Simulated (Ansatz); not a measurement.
Mo₃Se₈. The state is a singlet with charge 0. Geometry PBE-D4/def2-SVP, basis def2-TZVP, Ansatz.

```xyz
11

Mo   -0.5625    0.5946    1.2293
Mo    1.1690   -0.7669   -0.4763
Mo   -1.2642   -0.1550   -1.1601
Se    0.5905    0.0170   -2.7384
Se    3.3612    0.1447    0.2193
Se   -2.8049   -1.8101   -1.4026
Se   -1.9397    2.0055   -0.2467
Se   -1.8918   -0.9827    2.1310
Se    1.7332    1.9018    0.2398
Se    0.5904   -2.9370   -0.3199
Se    1.0190    1.9881    2.5246
```

```
run  HOMO (eV)  LUMO (eV)
  A      -5.72      -4.67
  B      -6.65      -4.14
  C      -5.96      -4.75
  D      -7.72      -3.23
```

In the def2 sets Mo takes a core potential; there is no spin–orbit coupling. Single mean-field runs in def2-TZVP are fitted with def2-universal-jkfit. No other spin state of charge 0 was run. Another isomer (singlet) lies 0.41 eV lower at PBE0-D4/def2-TZVP; other spin states weren't run for this one.

Problem. The runs used CAM-B3LYP, PBE, PBE0, r2SCAN. Estimate which is which.

Solution. A PBE (0 % exact exchange); B PBE0 (25 % exact exchange); C r2SCAN (0 % exact exchange); D CAM-B3LYP (range-separated). Exact exchange lowers occupied and raises empty levels; among semilocal functionals meta-GGAs tend to open the gap a little, and such runs are hard to tell apart. The gap grows from 1.05 eV (PBE) to 4.49 eV (CAM-B3LYP). The restricted singlet is unstable towards broken spin symmetry in Hartree–Fock (as tested in another run); at PBE0-D4/def2-TZVP, r2SCAN-D4/def2-TZVP, CAM-B3LYP-D4/def2-TZVP this wasn't settled.
